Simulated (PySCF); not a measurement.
Run times: antimony in aug-cc-pVQZ-DK3

Measured wall times of calculations with PySCF 2.14 in aug-cc-pVQZ-DK3, with the spin-free X2C one-electron Hamiltonian (Gaussian nucleus), run from one Python driver. Hardware: 1 thread of Neoverse-V1 on a shared host, 1.3 GiB allowed. The two-electron integrals over 102 functions were computed once and kept in memory (8.5 CPU seconds with the set-up); the times below exclude them. Kohn-Sham runs start from converged Hartree-Fock orbitals.

Launch command (the driver calls PySCF for each step listed in the task file):

```bash
OMP_NUM_THREADS=1 python atomrun2.py TASK.json OUT
```

```csv
species,step,iterations,wall time (s)
Sb²⁺ [Kr] 4d10 5s1 5p2,UHF with spin-orbit constants,6,2.1
Sb²⁺ [Kr] 4d10 5s1 5p2,LDA,5,1.1
Sb²⁺ [Kr] 4d10 5s1 5p2,PBE,5,1.8
Sb²⁺ [Kr] 4d10 5s1 5p2,PBE0,6,3
Sb²⁺ [Kr] 4d10 5s1 5p2,r2SCAN,5,4.1
Sb²⁺ [Kr] 4d10 5s1 5p2,PW91,5,1.9
Sb²⁺ [Kr] 4d10 5s1 5p2,TPSSh,5,5
Sb²⁺ [Kr] 4d10 5s1 5p2,MP2 (3 electrons),,0.2
```

Question: Roughly how long does HSE06 take for Sb²⁺ [Kr] 4d10 5s1 5p2 here?

Answer: About 15 s.

Peak memory of the process: 0.56 GiB. Times on a shared host vary from run to run.
